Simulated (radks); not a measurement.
Question: Method: scalar-relativistic Kohn-Sham, LDA (Slater exchange, VWN5 correlation), spin-unpolarised, spherical densities, finite nucleus; Fermi nuclear charge, rms radius of each element as measured or else 0.836 A^(1/3) + 0.57 fm; computed with a radial shooting solver on a logarithmic mesh with Libxc functionals. Response by self-consistent Sternheimer equations with the Hartree and adiabatic LDA kernel, the relativistic mass of each level held fixed and spin-orbit coupling left out. For heavy and open-shell atoms this level of theory can miss by tens of per cent. Rank Fe, Ar, I, Mn+, Ca+, Sm3+, S3+ (NIST ground configurations) by static dipole polarisability, largest first.

Answer: Ca+ 65.06, Fe 53.79, I 34.17, Mn+ 27.36, Ar 12.02, Sm3+ 6.452, S3+ 5.226 bohr^3.
